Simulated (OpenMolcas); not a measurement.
Pt4+ (d6) among equal point charges was computed by CASSCF with the d shell active (OpenMolcas, ANO-RCC-VDZP on the metal). Its lowest spin-free states, and all those of the highest spin:

| 2S+1 | Degeneracy | E (cm-1) |
| --- | --- | --- |
| 5 | 2 | 0.0 |
| 5 | 1 | 2417 |
| 5 | 1 | 3921 |
| 3 | 2 | 12718 |
| 5 | 1 | 13199 |
| 3 | 1 | 13651 |
| 3 | 1 | 16533 |
| 3 | 1 | 17944 |
| 3 | 2 | 18592 |
| 1 | 1 | 19694 |
| 3 | 2 | 19751 |
| 3 | 1 | 20622 |

Task: Is the site octahedral, tetrahedral or cube-like, axial, or of lower symmetry?

Result: The states with 2S+1 = 5 have orbital degeneracies 2, 1, 1, 1. There are pairs but no triples, so the site is axial: not cubic, but with a proper or improper axis of order three or more. The run had Pt4+ among 5 point charges of -2 e arranged as a square pyramid (C4v), 2.01 Å from the ion, with the axial distance 1.708 Å.

Spin-orbit coupling mixes the spin-free states strongly: the lowest level takes only 59 % from its leading state, 2S+1 = 5. An orbital doublet at a regular site is open to a Jahn-Teller distortion, which this geometry leaves out. Without dynamic correlation the repulsion within the d shell is too large (B by tens of per cent), so at a given field states of lower spin stand too high. This shell can be high or low spin here, a state of another spin lies low, and with metal d orbitals alone active their balance is uncertain, so the ground spin may be wrong. Point charges give a weaker field than real ligands, and real ions of this kind are as a rule low spin; the high spin found here belongs to the model. Point charges carry no covalency, so the field is a model and not that of real ligands. An unlabelled pair can be two single states that coincide in this model. No measured value stands beside these numbers.
